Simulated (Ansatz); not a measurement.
Geometry optimisation of `CO[Si](N)(O)[SiH3]`.

```yaml
crystal:
  periodic: [false, false, false]
  atoms:
    - {symbol: C, position_ang: [-1.844960, 0.993730, -0.646740]}
    - {symbol: O, position_ang: [-1.411410, -0.130570, 0.047450]}
    - {symbol: Si, position_ang: [0.118560, -0.691420, 0.175930]}
    - {symbol: N, position_ang: [0.593380, -1.216930, -1.414290]}
    - {symbol: O, position_ang: [0.005900, -1.998340, 1.129730]}
    - {symbol: Si, position_ang: [1.516170, 0.749330, 1.288660]}
    - {symbol: H, position_ang: [-1.755720, 0.841560, -1.726050]}
    - {symbol: H, position_ang: [-2.893450, 1.162970, -0.397100]}
    - {symbol: H, position_ang: [-1.262900, 1.877720, -0.368170]}
    - {symbol: H, position_ang: [0.548070, -0.558670, -2.175810]}
    - {symbol: H, position_ang: [1.434760, -1.764690, -1.499910]}
    - {symbol: H, position_ang: [-0.672170, -2.648350, 0.958910]}
    - {symbol: H, position_ang: [1.955080, 1.859310, 0.418910]}
    - {symbol: H, position_ang: [2.754550, 0.115900, 1.753830]}
    - {symbol: H, position_ang: [0.914150, 1.408430, 2.454650]}
basis:
  gaussian: {orbitals: def2-TZVP}
hamiltonian: {xc: pbe0, dispersion: d4}
relax: {f_tol: 0.005, max_steps: 150}
```

```sh
$ ansatz run in.yaml --threads 2 --pin off --events-out ev --progress --plain --max-ram 22528MiB --backend cuda --devices 0, --max-vram 18GiB
```

Output, abridged:

```
Functional definition: PBE0
mean field -22515.32790514 eV, -827.4230390766 hartree, gradient 3.3e-5 eV, S^2 0.000000; 0 other end points of the search recorded, 0 dependent functions left out
relax step   1: F+E_penalty+E_count = -22515.63738262 eV  Δ(F+E_penalty+E_count) = +0.000e0 eV  max|allowed force component| = 8.711e-1 eV/Å  Δτ_max = 0.0000 Å  (30 SCF iters, accepted)
mean field -22515.40168393 eV, -827.4257503970 hartree, gradient 2.1e-5 eV, S^2 0.000000; 0 other end points of the search recorded, 0 dependent functions left out
relax step   2: F+E_penalty+E_count = -22515.71184645 eV  Δ(F+E_penalty+E_count) = -7.446e-2 eV  max|allowed force component| = 5.205e-1 eV/Å  Δτ_max = 0.0872 Å  (30 SCF iters, accepted)
mean field -22515.41340782 eV, -827.4261812419 hartree, gradient 1.8e-5 eV, S^2 0.000000; 0 other end points of the search recorded, 0 dependent functions left out
relax step   3: F+E_penalty+E_count = -22515.72305701 eV  Δ(F+E_penalty+E_count) = -1.121e-2 eV  max|allowed force component| = 1.694e-1 eV/Å  Δτ_max = 0.0396 Å  (31 SCF iters, accepted)
mean field -22515.41846497 eV, -827.4263670890 hartree, gradient 1.8e-5 eV, S^2 0.000000; 0 other end points of the search recorded, 0 dependent functions left out
relax step   4: F+E_penalty+E_count = -22515.72832795 eV  Δ(F+E_penalty+E_count) = -5.271e-3 eV  max|allowed force component| = 5.821e-2 eV/Å  Δτ_max = 0.0353 Å  (32 SCF iters, accepted)
mean field -22515.42352890 eV, -827.4265531848 hartree, gradient 2.4e-5 eV, S^2 0.000000; 0 other end points of the search recorded, 0 dependent functions left out
relax step   5: F+E_penalty+E_count = -22515.73387275 eV  Δ(F+E_penalty+E_count) = -5.545e-3 eV  max|allowed force component| = 1.740e-1 eV/Å  Δτ_max = 0.1066 Å  (30 SCF iters, accepted)
mean field -22515.42961384 eV, -827.4267768023 hartree, gradient 1.2e-5 eV, S^2 0.000000; 0 other end points of the search recorded, 0 dependent functions left out
relax step   6: F+E_penalty+E_count = -22515.74058277 eV  Δ(F+E_penalty+E_count) = -6.710e-3 eV  max|allowed force component| = 1.607e-1 eV/Å  Δτ_max = 0.1359 Å  (31 SCF iters, accepted)
mean field -22515.42338352 eV, -827.4265478423 hartree, gradient 1.8e-5 eV, S^2 0.000000; 0 other end points of the search recorded, 0 dependent functions left out
relax step   7: F+E_penalty+E_count = -22515.73443626 eV  Δ(F+E_penalty+E_count) = +6.147e-3 eV  max|allowed force component| = 8.040e-1 eV/Å  Δτ_max = 0.0614 Å  (32 SCF iters, rejected (line search))
mean field -22515.43358714 eV, -827.4269228182 hartree, gradient 1.7e-5 eV, S^2 0.000000; 0 other end points of the search recorded, 0 dependent functions left out
relax step   8: F+E_penalty+E_count = -22515.74458601 eV  Δ(F+E_penalty+E_count) = -4.003e-3 eV  max|allowed force component| = 8.105e-2 eV/Å  Δτ_max = 0.0300 Å  (31 SCF iters, accepted)
mean field -22515.43767366 eV, -827.4270729954 hartree, gradient 2.0e-5 eV, S^2 0.000000; 0 other end points of the search recorded, 0 dependent functions left out
relax step   9: F+E_penalty+E_count = -22515.74868949 eV  Δ(F+E_penalty+E_count) = -4.103e-3 eV  max|allowed force component| = 3.400e-2 eV/Å  Δτ_max = 0.0798 Å  (30 SCF iters, accepted)
mean field -22515.43541800 eV, -827.4269901012 hartree, gradient 1.0e-5 eV, S^2 0.000000; 0 other end points of the search recorded, 0 dependent functions left out
relax step  10: F+E_penalty+E_count = -22515.74678656 eV  Δ(F+E_penalty+E_count) = +1.903e-3 eV  max|allowed force component| = 3.121e-1 eV/Å  Δτ_max = 0.1465 Å  (30 SCF iters, rejected (line search))
mean field -22515.43830729 eV, -827.4270962807 hartree, gradient 1.8e-5 eV, S^2 0.000000; 0 other end points of the search recorded, 0 dependent functions left out
relax step  11: F+E_penalty+E_count = -22515.74966142 eV  Δ(F+E_penalty+E_count) = -9.719e-4 eV  max|allowed force component| = 6.290e-2 eV/Å  Δτ_max = 0.0732 Å  (30 SCF iters, accepted)
mean field -22515.43982579 eV, -827.4271520845 hartree, gradient 1.9e-5 eV, S^2 0.000000; 0 other end points of the search recorded, 0 dependent functions left out
relax step  12: F+E_penalty+E_count = -22515.75109638 eV  Δ(F+E_penalty+E_count) = -1.435e-3 eV  max|allowed force component| = 8.197e-2 eV/Å  Δτ_max = 0.0723 Å  (30 SCF iters, accepted)
mean field -22515.44056848 eV, -827.4271793779 hartree, gradient 1.7e-5 eV, S^2 0.000000; 0 other end points of the search recorded, 0 dependent functions left out
relax step  13: F+E_penalty+E_count = -22515.75196728 eV  Δ(F+E_penalty+E_count) = -8.709e-4 eV  max|allowed force component| = 3.751e-2 eV/Å  Δτ_max = 0.0189 Å  (32 SCF iters, accepted)
mean field -22515.44090503 eV, -827.4271917458 hartree, gradient 1.7e-5 eV, S^2 0.000000; 0 other end points of the search recorded, 0 dependent functions left out
relax step  14: F+E_penalty+E_count = -22515.75233037 eV  Δ(F+E_penalty+E_count) = -3.631e-4 eV  max|allowed force component| = 2.541e-2 eV/Å  Δτ_max = 0.0206 Å  (31 SCF iters, accepted)
mean field -22515.44116768 eV, -827.4272013982 hartree, gradient 1.7e-5 eV, S^2 0.000000; 0 other end points of the search recorded, 0 dependent functions left out
relax step  15: F+E_penalty+E_count = -22515.75273682 eV  Δ(F+E_penalty+E_count) = -4.065e-4 eV  max|allowed force component| = 2.203e-2 eV/Å  Δτ_max = 0.0394 Å  (31 SCF iters, accepted)
mean field -22515.44140542 eV, -827.4272101348 hartree, gradient 1.7e-5 eV, S^2 0.000000; 0 other end points of the search recorded, 0 dependent functions left out
relax step  16: F+E_penalty+E_count = -22515.75305478 eV  Δ(F+E_penalty+E_count) = -3.180e-4 eV  max|allowed force component| = 2.201e-2 eV/Å  Δτ_max = 0.0476 Å  (30 SCF iters, accepted)
mean field -22515.44154192 eV, -827.4272151512 hartree, gradient 1.7e-5 eV, S^2 0.000000; 0 other end points of the search recorded, 0 dependent functions left out
relax step  17: F+E_penalty+E_count = -22515.75320769 eV  Δ(F+E_penalty+E_count) = -1.529e-4 eV  max|allowed force component| = 1.660e-2 eV/Å  Δτ_max = 0.0274 Å  (31 SCF iters, accepted)
[...]
relax step  45: F+E_penalty+E_count = -22515.77280596 eV  Δ(F+E_penalty+E_count) = -8.814e-4 eV  max|allowed force component| = 1.796e-1 eV/Å  Δτ_max = 0.0286 Å  (31 SCF iters, accepted)
mean field -22515.46262180 eV, -827.4279898224 hartree, gradient 1.8e-5 eV, S^2 0.000000; 0 other end points of the search recorded, 0 dependent functions left out
relax step  46: F+E_penalty+E_count = -22515.77391433 eV  Δ(F+E_penalty+E_count) = -1.108e-3 eV  max|allowed force component| = 1.140e-1 eV/Å  Δτ_max = 0.0410 Å  (31 SCF iters, accepted)
mean field -22515.46353071 eV, -827.4280232242 hartree, gradient 2.0e-5 eV, S^2 0.000000; 0 other end points of the search recorded, 0 dependent functions left out
relax step  47: F+E_penalty+E_count = -22515.77469453 eV  Δ(F+E_penalty+E_count) = -7.802e-4 eV  max|allowed force component| = 1.645e-1 eV/Å  Δτ_max = 0.0735 Å  (30 SCF iters, accepted)
mean field -22515.46446968 eV, -827.4280577306 hartree, gradient 1.7e-5 eV, S^2 0.000000; 0 other end points of the search recorded, 0 dependent functions left out
relax step  48: F+E_penalty+E_count = -22515.77567688 eV  Δ(F+E_penalty+E_count) = -9.823e-4 eV  max|allowed force component| = 1.134e-1 eV/Å  Δτ_max = 0.0231 Å  (32 SCF iters, accepted)
mean field -22515.46685187 eV, -827.4281452746 hartree, gradient 1.9e-5 eV, S^2 0.000000; 0 other end points of the search recorded, 0 dependent functions left out
relax step  49: F+E_penalty+E_count = -22515.77804659 eV  Δ(F+E_penalty+E_count) = -2.370e-3 eV  max|allowed force component| = 1.391e-1 eV/Å  Δτ_max = 0.1642 Å  (31 SCF iters, accepted)
mean field -22515.36169069 eV, -827.4242806726 hartree, gradient 9.8e-6 eV, S^2 0.000000; 0 other end points of the search recorded, 0 dependent functions left out
relax step  50: F+E_penalty+E_count = -22515.67256003 eV  Δ(F+E_penalty+E_count) = +1.055e-1 eV  max|allowed force component| = 2.731e0 eV/Å  Δτ_max = 0.1951 Å  (32 SCF iters, rejected (line search))
mean field -22515.47011458 eV, -827.4282651770 hartree, gradient 7.4e-6 eV, S^2 0.000000; 0 other end points of the search recorded, 0 dependent functions left out
relax step  51: F+E_penalty+E_count = -22515.78090564 eV  Δ(F+E_penalty+E_count) = -2.859e-3 eV  max|allowed force component| = 1.668e-1 eV/Å  Δτ_max = 0.0976 Å  (31 SCF iters, accepted)
mean field -22515.47797193 eV, -827.4285539293 hartree, gradient 7.2e-6 eV, S^2 0.000000; 0 other end points of the search recorded, 0 dependent functions left out
relax step  52: F+E_penalty+E_count = -22515.78907759 eV  Δ(F+E_penalty+E_count) = -8.172e-3 eV  max|allowed force component| = 8.095e-2 eV/Å  Δτ_max = 0.1000 Å  (32 SCF iters, accepted)
mean field -22515.48320590 eV, -827.4287462742 hartree, gradient 1.0e-5 eV, S^2 0.000000; 0 other end points of the search recorded, 0 dependent functions left out
relax step  53: F+E_penalty+E_count = -22515.79457499 eV  Δ(F+E_penalty+E_count) = -5.497e-3 eV  max|allowed force component| = 1.799e-1 eV/Å  Δτ_max = 0.1279 Å  (31 SCF iters, accepted)
mean field -22515.48690785 eV, -827.4288823182 hartree, gradient 2.5e-5 eV, S^2 0.000000; 0 other end points of the search recorded, 0 dependent functions left out
relax step  54: F+E_penalty+E_count = -22515.79833433 eV  Δ(F+E_penalty+E_count) = -3.759e-3 eV  max|allowed force component| = 3.421e-2 eV/Å  Δτ_max = 0.0837 Å  (31 SCF iters, accepted)
mean field -22515.48627739 eV, -827.4288591493 hartree, gradient 1.8e-5 eV, S^2 0.000000; 0 other end points of the search recorded, 0 dependent functions left out
relax step  55: F+E_penalty+E_count = -22515.79827011 eV  Δ(F+E_penalty+E_count) = +6.422e-5 eV  max|allowed force component| = 3.652e-2 eV/Å  Δτ_max = 0.0330 Å  (32 SCF iters, rejected (line search))
mean field -22515.48724192 eV, -827.4288945953 hartree, gradient 1.8e-5 eV, S^2 0.000000; 0 other end points of the search recorded, 0 dependent functions left out
relax step  56: F+E_penalty+E_count = -22515.79873976 eV  Δ(F+E_penalty+E_count) = -4.054e-4 eV  max|allowed force component| = 9.424e-2 eV/Å  Δτ_max = 0.0158 Å  (31 SCF iters, accepted)
mean field -22515.48767499 eV, -827.4289105101 hartree, gradient 1.8e-5 eV, S^2 0.000000; 0 other end points of the search recorded, 0 dependent functions left out
relax step  57: F+E_penalty+E_count = -22515.79920392 eV  Δ(F+E_penalty+E_count) = -4.642e-4 eV  max|allowed force component| = 1.909e-2 eV/Å  Δτ_max = 0.0299 Å  (31 SCF iters, accepted)
mean field -22515.48771495 eV, -827.4289119788 hartree, gradient 1.8e-5 eV, S^2 0.000000; 0 other end points of the search recorded, 0 dependent functions left out
relax step  58: F+E_penalty+E_count = -22515.79927439 eV  Δ(F+E_penalty+E_count) = -7.046e-5 eV  max|allowed force component| = 5.812e-3 eV/Å  Δτ_max = 0.0159 Å  (31 SCF iters, accepted)
mean field -22515.48770980 eV, -827.4289117895 hartree, gradient 1.8e-5 eV, S^2 0.000000; 0 other end points of the search recorded, 0 dependent functions left out
relax step  59: F+E_penalty+E_count = -22515.79930328 eV  Δ(F+E_penalty+E_count) = -2.889e-5 eV  max|allowed force component| = 6.296e-3 eV/Å  Δτ_max = 0.0074 Å  (32 SCF iters, accepted)
mean field -22515.48774762 eV, -827.4289131794 hartree, gradient 1.8e-5 eV, S^2 0.000000; 0 other end points of the search recorded, 0 dependent functions left out
relax step  60: F+E_penalty+E_count = -22515.79933114 eV  Δ(F+E_penalty+E_count) = -2.785e-5 eV  max|allowed force component| = 2.941e-3 eV/Å  Δτ_max = 0.0077 Å  (32 SCF iters, accepted)
mean field -22515.48774762 eV, -827.4289131794 hartree, gradient 7.2e-5 eV, S^2 0.000000; 1 other end points of the search recorded, 0 dependent functions left out
Total energy: -22515.79937011 eV, -827.4403650945 hartree
Atom 0 at    -1.748871     1.063385    -0.719858 Å, force    -0.002788    -0.001616    -0.001525 eV/Å
Atom 1 at    -1.453596    -0.114484    -0.004576 Å, force     0.001547     0.001741    -0.001808 eV/Å
Atom 2 at     0.053816    -0.759326     0.121102 Å, force    -0.001793    -0.000839     0.000203 eV/Å
Atom 3 at     0.725486    -1.053047    -1.416347 Å, force     0.001722     0.002941    -0.000675 eV/Å
Atom 4 at    -0.188955    -2.156379     0.951785 Å, force    -0.000645    -0.000730     0.002923 eV/Å
Atom 5 at     1.509199     0.688985     1.261748 Å, force     0.000590    -0.000434    -0.000694 eV/Å
Atom 6 at    -1.291222     1.053202    -1.714326 Å, force     0.000454    -0.000183     0.000307 eV/Å
Atom 7 at    -2.832379     1.132688    -0.831503 Å, force     0.000682     0.000504    -0.000002 eV/Å
Atom 8 at    -1.398211     1.952738    -0.184836 Å, force     0.000539     0.000198     0.001547 eV/Å
Atom 9 at     0.313355    -1.727117    -2.043351 Å, force    -0.000580    -0.000599    -0.000431 eV/Å
Atom 10 at     1.718508    -0.976965    -1.560703 Å, force    -0.000378     0.000418     0.000411 eV/Å
Atom 11 at    -0.925806    -2.155804     1.565906 Å, force     0.000940    -0.000597    -0.000038 eV/Å
Atom 12 at     1.400414     2.087206     0.757158 Å, force    -0.000123    -0.000664    -0.000654 eV/Å
Atom 13 at     2.928503     0.262761     1.101976 Å, force    -0.000397    -0.000423     0.000286 eV/Å
Atom 14 at     1.189769     0.702136     2.715826 Å, force     0.000230     0.000284     0.000150 eV/Å
Dipole moment:    -0.094862     0.057719    -0.230272 e Å
```

Hardware: 2 threads of an AMD EPYC 7R13 on a shared host and a share of an NVIDIA H100 80 GB. Wall time 100 s, peak host memory 0.94 GiB.
